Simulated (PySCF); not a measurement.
methylamine (CH₅N), singlet, at a GFN2-xTB geometry, with bond 6-1 at 2.4 times its length; CASSCF(6,4)/STO-3G (PySCF).

Input for PySCF:
```python
from pyscf import gto, scf, mcscf
import numpy

mol = gto.M(
    atom='''
C     0.06015742    0.70059241   -0.00131411
N     0.03966195   -0.75172453    0.00299697
H    -0.93451955    1.16943137   -0.01795391
H    -0.46398692   -1.09295311    0.81518120
H    -0.43905591   -1.09816464   -0.82195807
H     1.32227050    1.52216483    2.13619319
H     0.61294631    1.03728935   -0.87767727
''',
    basis='sto-3g',
    verbose=4,
)

mf = scf.RHF(mol)
mf.kernel()
mc = mcscf.CASSCF(mf, 4, 6)
mc.fix_spin_(ss=0.0)
mc = mc.newton()
mc.kernel()
occ = numpy.linalg.eigvalsh(mc.fcisolver.make_rdm1(mc.ci, mc.ncas, mc.nelecas))[::-1]
ss = mc.fcisolver.spin_square(mc.ci, mc.ncas, mc.nelecas)[0]
print('natural occupations', occ.round(4), ' <S^2>', round(ss, 4))
```

What does PySCF print? Leave out banner, timings and long lists.


```
PySCF version 2.14.0

[INPUT] verbose = 4
[INPUT] num. atoms = 7
[INPUT] num. electrons = 18
[INPUT] charge = 0
[INPUT] spin (= nelec alpha-beta = 2S) = 0
[INPUT] symmetry False subgroup None
[INPUT] Mole.unit = angstrom
[INPUT] Symbol           X                Y                Z      unit          X                Y                Z       unit  Magmom
[INPUT]  1 C      0.060157420000   0.700592410000  -0.001314110000 AA    0.113681048160   1.323927779849  -0.002483307998 Bohr   0.0
[INPUT]  2 N      0.039661950000  -0.751724530000   0.002996970000 AA    0.074950223066  -1.420553482817   0.005663452504 Bohr   0.0
[INPUT]  3 H     -0.934519550000   1.169431370000  -0.017953910000 AA   -1.765986007552   2.209905010775  -0.033927972765 Bohr   0.0
[INPUT]  4 H     -0.463986920000  -1.092953110000   0.815181200000 AA   -0.876808204180  -2.065382044892   1.540469209894 Bohr   0.0
[INPUT]  5 H     -0.439055910000  -1.098164640000  -0.821958070000 AA   -0.829695423272  -2.075230409282  -1.553275638176 Bohr   0.0
[INPUT]  6 H      1.322270500000   1.522164830000   2.136193190000 AA    2.498729107592   2.876474645145   4.036820078261 Bohr   0.0
[INPUT]  7 H      0.612946310000   1.037289350000  -0.877677270000 AA    1.158300654963   1.960192783428  -1.658569666056 Bohr   0.0

nuclear repulsion = 39.4050987955313
number of shells = 11
number of NR pGTOs = 45
number of NR cGTOs = 15
basis = sto-3g
ecp = {}

******** <class 'pyscf.scf.hf.RHF'> ********
method = RHF
initial guess = minao
damping factor = 0
level_shift factor = 0
DIIS = <class 'pyscf.scf.diis.CDIIS'>
diis_start_cycle = 1
diis_space = 8
diis_damp = 0
SCF conv_tol = 1e-09
SCF conv_tol_grad = None
SCF max_cycles = 50
direct_scf = True
direct_scf_tol = 1e-13
Set gradient conv threshold to 3.16228e-05
Initial guess from minao.
init E= -93.6714937063726
  HOMO = -0.125635561767093  LUMO = -0.0101384955528048  gap/eV = 3.14284
cycle= 1 E= -93.5818779918482  delta_E= 0.0896  |g|= 0.365  |ddm|= 2.95
  HOMO = -0.161656522521695  LUMO = 0.11205654798997  gap/eV = 7.44811
cycle= 2 E= -93.5832417156331  delta_E= -0.00136  |g|= 0.423  |ddm|= 1.52
  HOMO = -0.163474561877088  LUMO = 0.0996025259850948  gap/eV = 7.15869
cycle= 3 E= -93.6731794475095  delta_E= -0.0899  |g|= 0.0305  |ddm|= 0.783
  HOMO = -0.193108216345855  LUMO = 0.100792669558136  gap/eV = 7.99745
cycle= 4 E= -93.6737562390956  delta_E= -0.000577  |g|= 0.0108  |ddm|= 0.0671
  HOMO = -0.196587831994976  LUMO = 0.0990258412343481  gap/eV = 8.04406
cycle= 5 E= -93.6738261474831  delta_E= -6.99e-05  |g|= 0.00442  |ddm|= 0.0294
  HOMO = -0.194342845137289  LUMO = 0.0987712168112178  gap/eV = 7.97604
cycle= 6 E= -93.6738369411737  delta_E= -1.08e-05  |g|= 0.000705  |ddm|= 0.00893
  HOMO = -0.194824365888001  LUMO = 0.0992359438690423  gap/eV = 8.00179
cycle= 7 E= -93.6738376003201  delta_E= -6.59e-07  |g|= 0.000164  |ddm|= 0.00303
  HOMO = -0.194747445250669  LUMO = 0.0990927833858832  gap/eV = 7.99580
cycle= 8 E= -93.6738376369061  delta_E= -3.66e-08  |g|= 4.39e-05  |ddm|= 0.00066
  HOMO = -0.194772664548594  LUMO = 0.0991165050034052  gap/eV = 7.99713
cycle= 9 E= -93.6738376397989  delta_E= -2.89e-09  |g|= 7.4e-06  |ddm|= 0.000228
  HOMO = -0.194773637729472  LUMO = 0.0991176152604094  gap/eV = 7.99719
cycle= 10 E= -93.6738376398598  delta_E= -6.09e-11  |g|= 1.48e-06  |ddm|= 2.91e-05
  HOMO = -0.194773416329514  LUMO = 0.0991172569367714  gap/eV = 7.99717
Extra cycle  E= -93.6738376398616  delta_E= -1.82e-12  |g|= 1.05e-06  |ddm|= 3.87e-06
converged SCF energy = -93.6738376398616

******** <class 'pyscf.mcscf.newton_casscf.CASSCF'> ********
CAS (3e+3e, 4o), ncore = 6, nvir = 5
max_cycle_macro = 50
max_cycle_micro = 10
conv_tol = 1e-07
conv_tol_grad = None
orbital rotation max_stepsize = 0.03
augmented hessian ah_max_cycle = 30
augmented hessian ah_conv_tol = 1e-12
augmented hessian ah_linear dependence = 1e-14
augmented hessian ah_level shift = 1e-08
augmented hessian ah_start_tol = 500
augmented hessian ah_start_cycle = 3
augmented hessian ah_grad_trust_region = 3
kf_trust_region = 3
kf_interval = 5
natorb = False
canonicalization = True
internal_rotation = False
******** <class 'pyscf.fci.addons.SpinPenaltyFCISolver'> ********
max. cycles = 50
conv_tol = 1e-08
davidson only = True
linear dependence = 1e-12
level shift = 0.001
max iter space = 12
nroots = 1
pspace_size = 400
spin = None

WARN: SO-CASSCF (Second order CASSCF) is an experimental feature. Its performance is bad for large systems.

CASCI E = -93.8499516665844  dE = -93.849952  S^2 = 0.0000000
Set conv_tol_grad to 0.000316228
macro 1 (21 JK  16 micro), CASSCF E = -93.855245471031  dE = -0.005294  |grad|=0.044  S^2 = 0.0000000
macro 2 (11 JK  7 micro), CASSCF E = -93.8554006847493  dE = -0.0001552  |grad|=0.0137  S^2 = 0.0000000
macro 3 (11 JK  7 micro), CASSCF E = -93.8554185059393  dE = -1.782e-05  |grad|=0.0104  S^2 = 0.0000000
macro 4 (11 JK  7 micro), CASSCF E = -93.8554249363888  dE = -6.43e-06  |grad|=0.00949  S^2 = 0.0000000
macro 5 (11 JK  7 micro), CASSCF E = -93.8554352322764  dE = -1.03e-05  |grad|=0.00843  S^2 = 0.0000000
macro 6 (11 JK  7 micro), CASSCF E = -93.8554488752041  dE = -1.364e-05  |grad|=0.00719  S^2 = 0.0000000
macro 7 (11 JK  7 micro), CASSCF E = -93.8554646666819  dE = -1.579e-05  |grad|=0.00522  S^2 = 0.0000000
macro 8 (11 JK  7 micro), CASSCF E = -93.8554768455938  dE = -1.218e-05  |grad|=0.00308  S^2 = 0.0000000
macro 9 (10 JK  6 micro), CASSCF E = -93.8554823722797  dE = -5.527e-06  |grad|=0.00105  S^2 = 0.0000000
macro 10 (6 JK  2 micro), CASSCF E = -93.8554828361876  dE = -4.639e-07  |grad|=0.000564  S^2 = 0.0000000
macro 11 (5 JK  1 micro), CASSCF E = -93.8554828361955  dE = -7.844e-12  |grad|=0.000563  S^2 = 0.0000000
macro 12 (5 JK  1 micro), CASSCF E = -93.8554828361969  dE = -1.378e-12  |grad|=0.000564  S^2 = 0.0000000
macro 13 (5 JK  1 micro), CASSCF E = -93.8554828361969  dE = 0  |grad|=0.000563  S^2 = 0.0000000
macro 14 (5 JK  1 micro), CASSCF E = -93.8554828361968  dE = 1.421e-14  |grad|=0.000563  S^2 = 0.0000000
macro 15 (5 JK  1 micro), CASSCF E = -93.8554828361969  dE = -1.421e-14  |grad|=0.000563  S^2 = 0.0000000
macro 16 (5 JK  1 micro), CASSCF E = -93.8554828361968  dE = 1.421e-14  |grad|=0.000563  S^2 = 0.0000000
macro 17 (5 JK  1 micro), CASSCF E = -93.8554828361969  dE = -1.421e-14  |grad|=0.000563  S^2 = 0.0000000
macro 18 (5 JK  1 micro), CASSCF E = -93.8554828361969  dE = 0  |grad|=0.000563  S^2 = 0.0000000
macro 19 (5 JK  1 micro), CASSCF E = -93.8554828361969  dE = 0  |grad|=0.000563  S^2 = 0.0000000
macro 20 (5 JK  1 micro), CASSCF E = -93.8554828361969  dE = 0  |grad|=0.000563  S^2 = 0.0000000
macro 21 (5 JK  1 micro), CASSCF E = -93.8554828361969  dE = -2.842e-14  |grad|=0.000563  S^2 = 0.0000000
macro 22 (5 JK  1 micro), CASSCF E = -93.8554828361969  dE = 2.842e-14  |grad|=0.000563  S^2 = 0.0000000
macro 23 (5 JK  1 micro), CASSCF E = -93.8554828361969  dE = -4.263e-14  |grad|=0.000563  S^2 = 0.0000000
macro 24 (5 JK  1 micro), CASSCF E = -93.8554828361969  dE = 1.421e-14  |grad|=0.000563  S^2 = 0.0000000
macro 25 (5 JK  1 micro), CASSCF E = -93.8554828361968  dE = 4.263e-14  |grad|=0.000563  S^2 = 0.0000000
macro 26 (5 JK  1 micro), CASSCF E = -93.8554828361969  dE = -2.842e-14  |grad|=0.000563  S^2 = 0.0000000
macro 27 (5 JK  1 micro), CASSCF E = -93.8554828361968  dE = 2.842e-14  |grad|=0.000563  S^2 = 0.0000000
macro 28 (5 JK  1 micro), CASSCF E = -93.8554828361968  dE = 0  |grad|=0.000563  S^2 = 0.0000000
macro 29 (5 JK  1 micro), CASSCF E = -93.8554828361968  dE = 0  |grad|=0.000563  S^2 = 0.0000000
macro 30 (5 JK  1 micro), CASSCF E = -93.8554828361968  dE = 2.842e-14  |grad|=0.000563  S^2 = 0.0000000
macro 31 (5 JK  1 micro), CASSCF E = -93.8554828361968  dE = -2.842e-14  |grad|=0.000563  S^2 = 0.0000000
macro 32 (5 JK  1 micro), CASSCF E = -93.8554828361969  dE = -4.263e-14  |grad|=0.000563  S^2 = 0.0000000
macro 33 (5 JK  1 micro), CASSCF E = -93.8554828361969  dE = 1.421e-14  |grad|=0.000563  S^2 = 0.0000000
macro 34 (5 JK  1 micro), CASSCF E = -93.8554828361969  dE = -1.421e-14  |grad|=0.000563  S^2 = 0.0000000
macro 35 (5 JK  1 micro), CASSCF E = -93.8554828361969  dE = 2.842e-14  |grad|=0.000563  S^2 = 0.0000000
macro 36 (5 JK  1 micro), CASSCF E = -93.8554828361969  dE = -1.421e-14  |grad|=0.000563  S^2 = 0.0000000
macro 37 (5 JK  1 micro), CASSCF E = -93.8554828361969  dE = 1.421e-14  |grad|=0.000563  S^2 = 0.0000000
macro 38 (5 JK  1 micro), CASSCF E = -93.8554828361968  dE = 1.421e-14  |grad|=0.000563  S^2 = 0.0000000
macro 39 (5 JK  1 micro), CASSCF E = -93.8554828361968  dE = 0  |grad|=0.000563  S^2 = 0.0000000
macro 40 (5 JK  1 micro), CASSCF E = -93.8554828361969  dE = -1.421e-14  |grad|=0.000563  S^2 = 0.0000000
macro 41 (5 JK  1 micro), CASSCF E = -93.8554828361969  dE = -2.842e-14  |grad|=0.000563  S^2 = 0.0000000
macro 42 (5 JK  1 micro), CASSCF E = -93.8554828361969  dE = 1.421e-14  |grad|=0.000563  S^2 = 0.0000000
macro 43 (5 JK  1 micro), CASSCF E = -93.8554828361969  dE = -2.842e-14  |grad|=0.000563  S^2 = 0.0000000
macro 44 (5 JK  1 micro), CASSCF E = -93.8554828361969  dE = -1.421e-14  |grad|=0.000563  S^2 = 0.0000000
macro 45 (11 JK  7 micro), CASSCF E = -93.8554838296933  dE = -9.935e-07  |grad|=0.000433  S^2 = 0.0000000
macro 46 (11 JK  7 micro), CASSCF E = -93.8554845441072  dE = -7.144e-07  |grad|=0.000199  S^2 = 0.0000000
macro 47 (10 JK  6 micro), CASSCF E = -93.8554846379765  dE = -9.387e-08  |grad|=0.000186  S^2 = 0.0000000
newton CASSCF converged in 47 macro (95 KF 221 Hx) steps
CASSCF canonicalization
Density matrix diagonal elements [1.99904069 1.98135681 1.31578611 0.70381639]
CASSCF energy = -93.8554846379765
CASCI E = -93.8554846379765  E(CI) = -8.48486952323110  S^2 = 0.0000000
natural occupations [2.     1.9999 1.2992 0.7008]  <S^2> 0.0
```
